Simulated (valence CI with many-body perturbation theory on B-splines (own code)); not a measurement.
Values are calculated unless marked as measured or tabulated.
**Energy levels of Ce36+**

Level of theory: configuration interaction combined with many-body perturbation theory (CI+MBPT): four valence electrons over a frozen Dirac-Fock core [Ar], radial functions for each j: 9 s, 9 p, 10 d, 8 f, 5 g, 3 h, 1 i, with the one-electron correlation potential Σ1 (screened to all orders), the two-electron term Σ2, the three-electron term Σ3, Breit, model QED; selected single and double excitations, second order for the rest (own B-spline code, finite nucleus).

No measured spectrum was set against this ion. As an estimate, large intervals hold to a few tenths of a per cent, small ones and those within an open d or f shell to about a per cent. Only levels of the ground parity were solved; by the run's estimate the other parity begins above the list, which can be wrong where configurations are misplaced.

Levels 1 to 34 of 34, with energies above the lowest level, (3d3/2^4) J=0. "Leading %" is the weight of the configuration and term that name the level; weights of strongly mixed levels are sums over their largest components and can fall short. In the jj column 3d3/2^4 stands for four electrons in 3d with j = 3/2.

| No. | Configuration | Term | J | E (cm⁻¹) | Leading % | Leading jj | g |
| --- | --- | --- | --- | --- | --- | --- | --- |
| 1 | 3d4 | 3P | 0 | 0 | 54 | 3d3/2^4 (95 %) |  |
| 2 | 3d4 | 5D | 1 | 129070 | 68 | 3d3/2^3 3d5/2 (96 %) | 1.494 |
| 3 | 3d4 | 5D | 2 | 192990 | 65 | 3d3/2^3 3d5/2 (71 %) | 1.341 |
| 4 | 3d4 | 3F | 4 | 202130 | 31 | 3d3/2^3 3d5/2 (94 %) | 1.121 |
| 5 | 3d4 | 5D | 3 | 219010 | 43 | 3d3/2^3 3d5/2 (75 %) | 1.249 |
| 6 | 3d4 | 5D | 0 | 313880 | 60 | 3d3/2^2 3d5/2^2 (93 %) |  |
| 7 | 3d4 | 5D | 4 | 328750 | 42 | 3d3/2^2 3d5/2^2 (90 %) | 1.151 |
| 8 | 3d4 | 3F | 2 | 338790 | 35 | 3d3/2^2 3d5/2^2 (77 %) | 1.063 |
| 9 | 3d4 | 3G | 3 | 345040 | 48 | 3d3/2^2 3d5/2^2 (75 %) | 1.066 |
| 10 | 3d4 | 3H | 5 | 369210 | 70 | 3d3/2^2 3d5/2^2 (100 %) | 1.078 |
| 11 | 3d4 | 3P | 1 | 383920 | 52 | 3d3/2^2 3d5/2^2 (87 %) | 1.203 |
| 12 | 3d4 | 3H | 6 | 386730 | 56 | 3d3/2^2 3d5/2^2 (98 %) | 1.086 |
| 13 | 3d4 | 3G | 4 | 412990 | 61 | 3d3/2^2 3d5/2^2 (95 %) | 1.028 |
| 14 | 3d4 | 3F | 3 | 419950 | 42 | 3d3/2^2 3d5/2^2 (89 %) | 1.131 |
| 15 | 3d4 | 3D | 2 | 421530 | 40 | 3d3/2^2 3d5/2^2 (92 %) | 1.128 |
| 16 | 3d4 | 3F | 2 | 488800 | 39 | 3d3/2^2 3d5/2^2 (81 %) | 1.024 |
| 17 | 3d4 | 3F | 4 | 492000 | 44 | 3d3/2 3d5/2^3 (55 %) | 1.213 |
| 18 | 3d4 | 3F | 3 | 529660 | 47 | 3d3/2 3d5/2^3 (91 %) | 1.122 |
| 19 | 3d4 | 3F | 4 | 552080 | 45 | 3d3/2^2 3d5/2^2 (62 %) | 1.109 |
| 20 | 3d4 | 3G | 5 | 557730 | 70 | 3d3/2 3d5/2^3 (100 %) | 1.143 |
| 21 | 3d4 | 3D | 1 | 559250 | 66 | 3d3/2 3d5/2^3 (90 %) | 0.835 |
| 22 | 3d4 | 1I | 6 | 565840 | 56 | 3d3/2 3d5/2^3 (98 %) | 1.068 |
| 23 | 3d4 | 3P | 2 | 575400 | 58 | 3d3/2^2 3d5/2^2 (74 %) | 1.306 |
| 24 | 3d4 | 1S | 0 | 597470 | 50 | 3d3/2 3d5/2^3 (76 %) |  |
| 25 | 3d4 | 3F | 2 | 614420 | 58 | 3d3/2 3d5/2^3 (71 %) | 1.001 |
| 26 | 3d4 | 1F | 3 | 622420 | 41 | 3d3/2 3d5/2^3 (94 %) | 1.086 |
| 27 | 3d4 | 3F | 3 | 702870 | 69 | 3d3/2 3d5/2^3 (99 %) | 1.059 |
| 28 | 3d4 | 3P | 1 | 707270 | 94 | 3d3/2 3d5/2^3 (96 %) | 1.445 |
| 29 | 3d4 | 1G | 4 | 711380 | 76 | 3d3/2 3d5/2^3 (79 %) | 1.032 |
| 30 | 3d4 | 1S | 0 | 712060 | 52 | 3d3/2^2 3d5/2^2 (62 %) |  |
| 31 | 3d4 | 1D | 2 | 729390 | 60 | 3d3/2 3d5/2^3 (53 %) | 1.076 |
| 32 | 3d4 | 3F | 4 | 759040 | 51 | 3d5/2^4 (81 %) | 1.153 |
| 33 | 3d4 | 1D | 2 | 846030 | 60 | 3d5/2^4 (60 %) | 1.013 |
| 34 | 3d4 | 1S | 0 | 997800 | 68 | 3d5/2^4 (71 %) |  |

The ionisation energy to 3d3 4F_3/2 of the next ion comes out as 2501.1 eV (NIST: 2500 ± 5 eV (theoretical)). All 34 levels together are meant to be complete up to 1037700 cm⁻¹.
